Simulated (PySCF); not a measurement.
# Circular dichroism and optical rotation of `C[C@@H]1C[SiH2]O[Si@@H]1[SiH3]`, C3H12OSi3

Computed with PySCF, TDDFT CAM-B3LYP/def2-SVPD circular dichroism and optical rotation, one conformer, gas phase. Geometry: GFN2-xTB.

Input:
```
{"job": {"kind": "ecd", "xc": "CAM-B3LYP", "basis": "def2-SVPD", "nstates": 12}, "charge": 0, "multiplicity": 1}
C     -1.524666    -1.350449    -0.412944
C     -1.019265    -0.163755     0.400412
C     -1.118848     1.154963    -0.385468
Si     0.095911     2.388498     0.408126
O      1.150008     1.310403     1.043040
Si     0.805792    -0.302191     1.000793
Si     2.235459    -1.321836    -0.483358
H     -0.905235    -1.506930    -1.295671
H     -1.497792    -2.261146     0.182994
H     -2.551022    -1.189724    -0.742900
H     -1.660206    -0.069541     1.285658
H     -0.815370     0.971462    -1.420118
H     -2.151027     1.504905    -0.426205
H     -0.472326     3.153541     1.513595
H      0.855066     3.184900    -0.547809
H      0.831354    -0.695364     2.416541
H      1.882419    -2.740159    -0.629380
H      2.206758    -0.759689    -1.842130
H      3.643188    -1.298638    -0.072638
```
Coordinates are in Å.

Command: `OMP_NUM_THREADS=1 python excited_run.py task.json out`

(1) Show the output.

Results:

(1) H and L stand for HOMO and LUMO.
```
coarse grid: 16656 points
cycle   1  E = -1064.5372556238  dE =  7.170e-01  |g| = 7.997e-01  |ddm| = 6.206e+00
cycle   2  E = -1064.4222025961  dE =  1.151e-01  |g| = 1.137e+00  |ddm| = 2.886e+00
cycle   3  E = -1064.6682519723  dE = -2.460e-01  |g| = 8.377e-02  |ddm| = 1.486e+00
cycle   4  E = -1064.6695011346  dE = -1.249e-03  |g| = 4.608e-02  |ddm| = 2.494e-01
cycle   5  E = -1064.6700564261  dE = -5.553e-04  |g| = 6.748e-03  |ddm| = 8.407e-02
cycle   6  E = -1064.6700687386  dE = -1.231e-05  |g| = 1.857e-03  |ddm| = 2.104e-02
cycle   7  E = -1064.6700697246  dE = -9.860e-07  |g| = 4.598e-04  |ddm| = 4.907e-03
final grid: 145080 points
cycle   8  E = -1064.8236118148  dE = -2.650e-05  |g| = 2.902e-03  |ddm| = 6.868e-02
cycle   9  E = -1064.8236119807  dE = -1.659e-07  |g| = 2.903e-03  |ddm| = 1.144e-02
cycle  10  E = -1064.8236140422  dE = -2.061e-06  |g| = 3.670e-04  |ddm| = 4.346e-03
cycle  11  E = -1064.8236140652  dE = -2.307e-08  |g| = 1.979e-04  |ddm| = 8.948e-04
cycle  12  E = -1064.8236140728  dE = -7.583e-09  |g| = 3.729e-05  |ddm| = 3.228e-04
cycle  13  E = -1064.8236140732  dE = -3.647e-10  |g| = 1.008e-05  |ddm| = 8.643e-05
converged SCF energy = -1064.8236140732

Singlet excitations and rotatory strengths (1e-40 esu^2 cm^2)
state   eV       nm     f(len)   f(vel)    R(len)    R(vel)   main configurations
  1   6.3167   196.3  0.01582  0.01917   -17.831   -22.312   H->L 0.92
  2   6.8027   182.3  0.02209  0.02490    20.437    21.929   H->L+1 0.76
  3   6.9212   179.1  0.02308  0.02690   -17.211   -15.331   H-1->L 0.84
  4   7.3375   169.0  0.00904  0.00982    47.997    49.397   H-2->L 0.60, H->L+2 0.09
  5   7.3947   167.7  0.04421  0.04735   -32.246   -34.624   H-1->L+1 0.59, H->L+2 0.16
  6   7.5257   164.7  0.00682  0.00757    -6.995    -6.487   H->L+2 0.43, H-1->L+1 0.16, H-2->L 0.12
  7   7.6954   161.1  0.06270  0.06581   107.487   111.731   H->L+3 0.38, H-2->L+1 0.21, H-1->L+1 0.09
  8   7.8097   158.8  0.01482  0.01623    36.051    39.983   H-2->L+1 0.40, H->L+4 0.15, H->L+2 0.11
  9   7.8596   157.7  0.14524  0.15815  -148.466  -154.739   H->L+4 0.38, H-2->L+1 0.21, H->L+3 0.10
 10   8.0102   154.8  0.01646  0.01718    -8.999    -9.785   H->L+3 0.15, H-3->L 0.13, H-1->L+2 0.12
 11   8.1145   152.8  0.03157  0.03613   -18.769   -19.522   H-2->L+3 0.37, H->L+7 0.14, H-2->L 0.10
 12   8.1636   151.9  0.07263  0.07430    -4.844    -5.581   H-1->L+2 0.45, H->L+6 0.13, H-1->L+3 0.09

Specific rotation (deg / (dm g/mL))
    nm     length   length(OI)   velocity    alpha(len)  alpha(vel)
  633.0       2.18       1.74      -5.21      116.781    118.199
  589.3       1.81       1.29      -6.98      117.281    118.713
  546.0       1.04       0.41      -9.60      117.908    119.357
  436.0      -6.36      -7.49     -25.90      120.524    122.047
  405.0     -12.29     -13.68     -36.63      121.724    123.282
  365.0     -27.18     -29.10     -61.19      123.827    125.448
  355.0     -33.17     -35.27     -70.60      124.487    126.129
```

It took 2.7 min wall time on 1 thread of an Arm Neoverse V2, shared host, peak memory 1.2 GiB.
